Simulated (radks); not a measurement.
Task: The mean radii <r> (bohr) of the occupied orbitals of an atom or ion are listed with their occupations. Calculated with a radial shooting solver on a logarithmic mesh with Libxc functionals: scalar-relativistic Kohn-Sham, r2SCAN, spin-polarised, spherical densities, finite nucleus; meta-GGA in the generalised Kohn-Sham scheme; Fermi nuclear charge, rms radius of each element as measured or else 0.836 A^(1/3) + 0.57 fm.

orbital  occ.      <r>
1s up       1  0.02232
1s down     1  0.02232
2s down     1  0.09509
2s up       1  0.09509
2p down     3  0.08390
2p up       3  0.08390
3s up       1   0.2493
3s down     1   0.2490
3p up       3   0.2479
3p down     3   0.2476
3d up       5   0.2261
3d down     5   0.2257
4s up       1   0.5667
4s down     1   0.5665
4p up       3   0.6000
4p down     3   0.5997
4d up       5   0.6551
4d down     5   0.6559
5s up       1    1.372
5s down     1    1.411
5p up       3    1.595
5p down     3    1.649
4f up       7   0.9293

Name the element and its charge. Open shells, if any, are filled with parallel spins first.

Result: Z = 63, europium, charge +2: Eu2+ in [Xe] 4f7. The 1s radius gives Z: for a bare nucleus <r> = (2 gamma + 1)/(2Z) with gamma = sqrt(1 - (Z/c)^2), 0.02203 bohr for Z = 63, and screening makes it slightly larger (0.02232 here). The occupations add up to 61, and the charge is Z minus that.
